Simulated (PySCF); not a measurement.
## Deuteron quadrupole couplings in `Nc1ccccc1Cl`

Species: C6H6ClN.
Z-matrix (Å and degrees, PBE0-D3(BJ)/def2-TZVP geometry), rows numbered from 1:
```
N 
C   1  1.3757
C   2  1.3979  1  121.29
C   3  1.3818  2  121.30  1   177.26
C   4  1.3880  3  120.60  2    -0.03
C   5  1.3849  4  119.13  3     0.20
C   6  1.3831  5  120.07  4    -0.18
Cl  7  1.7337  2  118.79  1     3.22
H   1  1.0056  2  115.82  3    24.25
H   1  1.0070  2  115.71  3   161.61
H   3  1.0850  2  118.59  1    -2.35
H   4  1.0837  3  119.30  2  -179.99
H   5  1.0825  4  120.84  3  -179.98
H   6  1.0829  5  121.01  4   179.68
```

Level: PBE0/pcSseg-2 (PySCF, non-relativistic); Q(2H) = 0.00286 b; rigid geometry, the same for H and D, with no vibrational averaging.

Question: Rank these positions by the coupling χzz of a deuteron there, largest first.
A. H9 (N–H hydrogen)
B. H11 (aromatic hydrogen)
C. H10 (N–H hydrogen)

Answer: A (268 kHz), C (260 kHz), B (198 kHz).

Question: Give the electric field gradient Vzz (the principal value of largest size), its asymmetry and the 2H coupling at each hydrogen.

Answer: 
```json
{"atom": "H9", "bonded to": "N1", "bond length (Å)": "1.006", "Vzz (au)": "0.3982", "η": "0.18", "χzz (kHz)": "268"}
{"atom": "H10", "bonded to": "N1", "bond length (Å)": "1.007", "Vzz (au)": "0.3864", "η": "0.18", "χzz (kHz)": "260"}
{"atom": "H11", "bonded to": "C3", "bond length (Å)": "1.085", "Vzz (au)": "0.2952", "η": "0.09", "χzz (kHz)": "198"}
{"atom": "H12", "bonded to": "C4", "bond length (Å)": "1.084", "Vzz (au)": "0.2962", "η": "0.06", "χzz (kHz)": "199"}
{"atom": "H13", "bonded to": "C5", "bond length (Å)": "1.083", "Vzz (au)": "0.2992", "η": "0.08", "χzz (kHz)": "201"}
{"atom": "H14", "bonded to": "C6", "bond length (Å)": "1.083", "Vzz (au)": "0.2949", "η": "0.07", "χzz (kHz)": "198"}
```

Question: Average by the element that carries the hydrogen.

Answer: on N: 264 kHz over 2 positions, mean bond length 1.006 Å; on C: 199 kHz over 4 positions, mean bond length 1.084 Å.

Question: A static deuteron (I = 1) shows a doublet split by (3/2)χ, (3/4)χ(1 + η) and (3/4)χ(1 − η) with the field along z, y and x of the gradient. What are these for H11?

Answer: With |χ| = 198.4 kHz and η = 0.093: 298, 163 and 135 kHz, to first order and without motion.

Geometry: PBE0-D3(BJ)/def2-TZVP; no solvent, vibrations or thermal averaging.
